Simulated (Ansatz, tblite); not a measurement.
Cost and result up the ladder for HfZrO4 (the lowest singlet isomer of a short search) (6 atoms). Total charge 0; singlet. Geometry: PBE0-D4/def2-SVP.

| atom | x (Å) | y (Å) | z (Å) |
| --- | --- | --- | --- |
| Hf1 | 1.245 | 0.968 | 0.219 |
| Zr2 | -1.236 | -0.627 | 0.723 |
| O3 | -0.717 | 1.217 | 0.197 |
| O4 | -1.871 | -1.558 | -0.617 |
| O5 | 0.733 | -0.809 | 0.918 |
| O6 | 1.845 | 0.808 | -1.440 |

Ansatz on 4 threads of Arm Neoverse V1 on a shared host; xTB runs through tblite on one thread. Times are rough, summed over both states, and most runs start from the orbitals of an earlier one. No level here is sound enough to serve as a yardstick. The other state is a doublet.

In the def2 sets Hf, Zr take a core potential; there is no spin–orbit coupling. The xTB rows come from tblite. The structure comes from a short search, and lower isomers may exist.

Raw xTB energies of ions are shifted by several eV.

```tsv
level	functions	vertical IE (eV)
GFN1-xTB	34	14.88
r2SCAN-D4/def2-TZVP	204	8.70
PBE-D4/def2-TZVP	204	8.62
GFN2-xTB	34	14.27
```

**Question.** Estimate how long each takes.

**Answer.** GFN1-xTB 0.011 s; GFN2-xTB 0.014 s; PBE-D4/def2-TZVP 9 s; r2SCAN-D4/def2-TZVP 36 s. On shared hardware such times vary by a factor of up to 3.
